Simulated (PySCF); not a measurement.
C3H7NSi.
SMILES with atom numbers: `[CH2:1]=[N:2][SiH:3]1[CH2:4][CH2:5]1` (hydrogens: H6, H7 on C1; H8 on Si3; H9, H10 on C4; H11, H12 on C5)

Torsions of this conformer, `[CH2:1]=[N:2][SiH:3]1[CH2:4][CH2:5]1`: C1–N2–Si3–C4 153°.

The closed-shell ground state was solved at several levels (PySCF, density fitting, gas phase, non-relativistic). One conformer (not necessarily the lowest) at the PBE0-D3(BJ)/def2-SVP geometry, without solvent, vibrations or thermal averaging.

```json
{"level": "PBE/pcSseg-2", "basis functions": "285", "HOMO (eV)": "-5.65", "LUMO (eV)": "-2.11", "gap (eV)": "3.54", "dipole (D)": "1.03"}
{"level": "PBE0/pcSseg-1", "basis functions": "127", "HOMO (eV)": "-6.72", "LUMO (eV)": "-0.98", "gap (eV)": "5.74", "dipole (D)": "1.44"}
```

What might B3LYP/def2-SVPD (160 basis functions) give for the same quantities?

HOMO -6.51 eV, LUMO -1.30 eV, gap 5.21 eV, dipole 1.31 D.

Over all these levels, which gives the widest orbital gap and which the narrowest?

PBE0/pcSseg-1 (global hybrid, 25 % exact exchange) has the widest, 5.74 eV, and PBE/pcSseg-2 (GGA) the narrowest, 3.54 eV. Functional and basis both differ between the two, so the spread mixes both effects.

How far do the dipole and the HOMO energy spread over the levels?

The dipole runs from 1.03 to 1.44 D (mean 1.26 D) and the HOMO from -6.72 to -5.65 eV.
